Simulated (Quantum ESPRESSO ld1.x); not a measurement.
Species: the thulium ion Tm51+. Configuration: [Ar] (the NIST ground configuration). Method: Dirac Kohn-Sham, PBEsol, spin-unpolarised, spherical densities, point nucleus; computed with ld1.x of Quantum ESPRESSO 7.5.

Unscreened Slater integrals over Kohn-Sham orbitals (eV). Large and small components are both included.

| integral | value |
|---|---|
| F0(3p3/2,3p3/2) | 119.63 |
| F2(3p3/2,3p3/2) | 59.648 |
| F0(3p3/2,3p1/2) | 122.91 |
| G2(3p3/2,3p1/2) | 59.913 |
| F0(3p3/2,3s1/2) | 119.23 |
| G1(3p3/2,3s1/2) | 77.035 |
| F0(3p3/2,2p3/2) | 158.31 |
| F2(3p3/2,2p3/2) | 41.325 |
| G0(3p3/2,2p3/2) | 16.534 |
| G2(3p3/2,2p3/2) | 18.186 |
| F0(3p1/2,3p1/2) | 126.61 |
| F0(3p1/2,3s1/2) | 122.43 |
| G1(3p1/2,3s1/2) | 76.459 |
| F0(3p1/2,2p3/2) | 165.97 |
| G2(3p1/2,2p3/2) | 18.028 |
| F0(3s1/2,3s1/2) | 119.10 |
| F0(3s1/2,2p3/2) | 155.68 |
| G1(3s1/2,2p3/2) | 15.923 |
| F0(2p3/2,2p3/2) | 323.41 |
| F2(2p3/2,2p3/2) | 154.10 |
